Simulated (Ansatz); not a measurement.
Reactions of CH₇AlOSi₂, SMILES `O=C[SiH2][SiH2][AlH2]`.

Gas-phase electronic energies from Ansatz, PBE0-D4/def2-TZVP geometries. CCSD(T)/CBS is the MP2 limit (def2-TZVPP, def2-QZVPP) plus CCSD(T) − MP2 in def2-TZVPP, frozen cores. This one scheme is used for every species. DFT in def2-TZVPP. Each species was taken in one conformer, which may not be the lowest.

```
                                                                 reaction  ωB97X-V (eV)  MP2/CBS(def2) (eV)  CCSD(T)/CBS(def2) (eV)
`O=C[SiH2][SiH2][AlH2]` + `O[SiH3]` → `O=C[SiH2]O[SiH3]` + `[AlH2][SiH3]`         -1.04               -1.06                   -1.03
    `O=C[SiH2][SiH2][AlH2]` + `CNC` → `C[N](C)[AlH2]` + `O=C[SiH2][SiH3]`         -0.85               -0.95                   -0.86
           `O=C[SiH2][SiH2][AlH2]` + HCl → `O=C[SiH2]Cl` + `[AlH2][SiH3]`         -0.85               -0.89                   -0.82
        `O=C[SiH2][SiH2][AlH2]` + `C=N` → `C=NC=O` + `[AlH2][SiH2][SiH3]`         -0.34               -0.27                   -0.24
```

Largest T1 diagnostic: 0.016, for `C=NC=O`.
